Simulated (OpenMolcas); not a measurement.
In+: effect of the active space

```json
{"Program": "OpenMolcas", "Method": "MS-CASPT2 or its RAS form, IPEA 0.25 Eh, imaginary shift 0.1 Eh", "Basis": "ANO-R2", "Scalar Hamiltonian": "X2C, finite nucleus", "Spin-orbit coupling": "RASSI with atomic mean-field integrals over the reference wave functions, term energies averaged over their components"}
```

A. 2 electrons in 4 orbitals (5s 5p); 2S+1 = 3 even, 3 roots; 2S+1 = 1 even, 7 roots; 2S+1 = 3 odd, 3 roots; 2S+1 = 1 odd, 3 roots; closed shells correlated: 4d; CASPT2 step about 2.9 core-seconds
B. 2 electrons in 8 orbitals (5s 5p 6s 6p); 2S+1 = 3 even, 1 root; 2S+1 = 1 even, 7 roots; 2S+1 = 3 odd, 3 roots; 2S+1 = 1 odd, 3 roots; closed shells correlated: 4d; CASPT2 step of the order of 5 core-seconds
C. 2 electrons in 9 orbitals (RAS2 5s 5p; RAS3 5d, at most 2 electrons); 2S+1 = 3 even, 3 roots; 2S+1 = 1 even, 7 roots; 2S+1 = 3 odd, 3 roots; 2S+1 = 1 odd, 3 roots; closed shells correlated: 4d; CASPT2 step of the order of 7 core-seconds

Energies in eV above 5s2 1S0, the measured ground level; measured values from NIST Handbook of Basic Atomic Spectroscopic Data.

| Level | A | B | C | Measured |
| --- | --- | --- | --- | --- |
| 5s2 1S0 | 0.0000 | 0.0000 | 0.0000 | 0.0000 |
| 5s 5p 3P* 0 | 5.326 | 5.273 | 5.320 | 5.2416 |
| 5s 5p 3P* 1 | 5.434 | 5.381 | 5.427 | 5.3748 |
| 5s 5p 3P* 2 | 5.669 | 5.616 | 5.663 | 5.6821 |
| 5s 5p 1P* 1 | 7.923 | 7.832 | 7.785 | 7.8157 |

Deviations, from unrounded energies. A percentage is the sum of absolute deviations over the sum of measured energies, with the sign that they share, or ± where signs differ.

```json
{"Against measurement": "mean absolute deviation (cm-1)", "Levels": "4", "A": "530", "B": "240", "C": "360"}
{"Against measurement": "other configurations (%)", "Levels": "4", "A": "±1.1", "B": "±0.5", "C": "±0.7"}
```

B lies closest to measurement on these levels and A furthest from it. The largest miss of B in the table is 5s 5p 3P* 2, by -530 cm-1. The ranking rests on the paired levels alone, and a cruder setting can come out closer through cancelling errors.

Among A to C the level of the table that moves most is 5s 5p 1P* 1, by 1100 cm-1 (lowest in C, highest in A). Moves below CASPT2's spread within the term are not significant.

The run also gave levels led by 5s 6s, which use shells meant for correlation; these and all levels above them are left out (holds for B). Active for correlation alone: 5d; no level in the range computed is led by a configuration that fills it, so any true level of that kind is missing (holds for C). Measured partners are found by configuration, term and J. A level has none where our copy of the source lacks it or the pairing is in doubt (some pairs that miss far off the trend of their configuration count as doubtful), and it then counts in no deviation. Only configurations of the active space appear. Levels that lie high or do not pair safely by name in every column are left out.

* marks odd parity.
